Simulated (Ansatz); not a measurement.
Cost and result for the atomization energy of `C[SiH2][SnH2][SH]` (12 atoms, 11 bonds).

```xyz
12

C    -1.488    0.504    1.109
Si   -0.167   -0.798    0.855
Sn    1.629    0.110   -0.733
S     0.453    0.897   -2.701
H    -1.882    0.834    0.145
H    -2.313    0.108    1.705
H    -1.079    1.375    1.625
H    -0.737   -2.017    0.216
H     0.453   -1.206    2.146
H     2.418    1.519   -0.176
H     2.808   -1.026   -1.229
H    -0.096   -0.300   -2.962
```

Total charge 0; spin multiplicity 1. Correlated methods include outer-core shells of Sn, which these sets cover unevenly. Sn: def2 effective core potential. The structure was optimised at the PBE0-D4/def2-TZVP level. It is one conformer, not always the lowest. Program: Ansatz. All runs use 4 threads of an Arm Neoverse V1 on a shared host. Times are those of one run each, without the atoms' runs, and a repeat can differ threefold. Electronic energies, without spin–orbit coupling; frozen cores. CCSD(T)/CBS adds CCSD(T) − MP2 in def2-TZVPP to the MP2 limit, and its time is that of the two runs behind it. T1 = 0.012. With those shells the extrapolation isn't a true limit. B3LYP takes the VWN-RPA correlation (the form of Gaussian; ORCA's B3LYP/G).

CCSD(T)/CBS is a level of theory with its own doubt, some kJ/mol a heavy atom from the limit and from the frozen cores, so smaller differences don't rank the functionals.

```csv
level,functions,wall time,atomization (kcal/mol),difference from CCSD(T)/CBS,per bond
PBE-D4/def2-TZVPP (with forces),277,3.4 s,865.7,-6.0,-0.5
PBE0-D4/def2-TZVPP,277,4.6 s,861.5,-10.2,-0.9
r2SCAN-D4/def2-TZVPP (with forces),277,7 s,867.4,-4.3,-0.4
B3LYP-D4/def2-TZVPP (with forces),277,7.5 s,864.3,-7.4,-0.7
B2PLYP/def2-TZVPP,277,8 s,851.5,-20.2,-1.8
ωB97X-V/def2-TZVPP,277,12 s,874.5,2.8,0.3
ωB97M-V/def2-TZVPP (with forces),277,17 s,868.7,-3.0,-0.3
MP2/def2-QZVPP,519,30 s,854.6,-17.1,-1.6
CCSD(T)/def2-TZVPP,277,5.4 min,848.2,-23.5,-2.1
CCSD(T)/CBS(def2),–,5.9 min,871.7,0.0,0.0
```

The D4 term adds +11.1 kcal/mol with B3LYP and +5.9 kcal/mol with PBE0; it sums over pairs of atoms, weighted by their polarisabilities, and B3LYP, whose exchange is more repulsive, gets the larger term. From PBE to PBE0 (25 % exact exchange), in def2-TZVPP and without D4, the atomization energy moves by −3.3 kcal/mol: exact exchange takes away binding that semilocal exchange gives to molecules. In def2-TZVPP, CCSD(T) changes the Hartree–Fock value by +205.7 kcal/mol (the triples alone add +10.2 kcal/mol) and MP2 by +198.2 kcal/mol; breaking electron pairs costs correlation energy, which Hartree–Fock lacks.

Spin–orbit coupling would lower the free Sn atoms strongly, and the atomization energy with them, by more than many differences here. For some Ge, Se and Sn compounds the MP2-based and the directly extrapolated limit differ by 10 to 25 kJ/mol.
